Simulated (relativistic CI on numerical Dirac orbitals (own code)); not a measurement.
# Slater and spin-orbit integrals, Pt15+

Calculated at this level of theory: Dirac-Coulomb-Breit CI, KLI orbitals optimised for each configuration, model QED (radiative potential, 1s self-energy scaled to tabulated hydrogen-like ionisation energies), unscaled Slater integrals (own radial code, finite nucleus).

Slater integrals F^k, G^k are unscaled and averaged over j, outside the closed core [Kr] 4d10; ζ comes from projecting the Hamiltonian with its Breit term on Σ l·s of the shell.

- 4f14.5s2.5p: ζ(5p) = 109820 cm⁻¹; <r>(5p) = 0.9564, <r^2>(5p) = 1.021 (bohr units).
- 4f14.5s.5p2: F^2(5p,5p) = 111830, G^1(5s,5p) = 145030, ζ(5p) = 109300 cm⁻¹; <r>(5s) = 0.8756, <r^2>(5s) = 0.8535, <r>(5p) = 0.9555, <r^2>(5p) = 1.019 (bohr units).
- 4f14.5s2.5d: ζ(5d) = 11061 cm⁻¹; <r>(5d) = 1.09, <r^2>(5d) = 1.332 (bohr units).

In this model ζ of a weakly bound d, f or g electron outside closed shells comes out too small, for d by up to a factor of two or three and at times with the wrong sign; that of an outer p electron is too small as well.

Averages of the first 10 configurations, taken without configuration mixing, which lowers the lowest level and can move excited configurations by several eV; other configurations of the list can lie among them:

```tsv
Configuration	Parity	States	Average energy above the lowest level (eV)
4f14.5s2.5p	odd	6	15.0
4f14.5s.5p2	even	30	66.8
4f14.5s2.5d	even	10	87.7
4f13.5s2.5p2	odd	210	61.3
4f14.5s.5p.5d	odd	120	137.5
4f14.5s2.5f	odd	14	158.7
4f13.5s2.5p.5d	even	840	134.7
4f14.5s2.5g	even	18	209.1
4f14.5s.5p.5f	even	168	209.0
4f14.5s2.6s	even	2	139.8
```
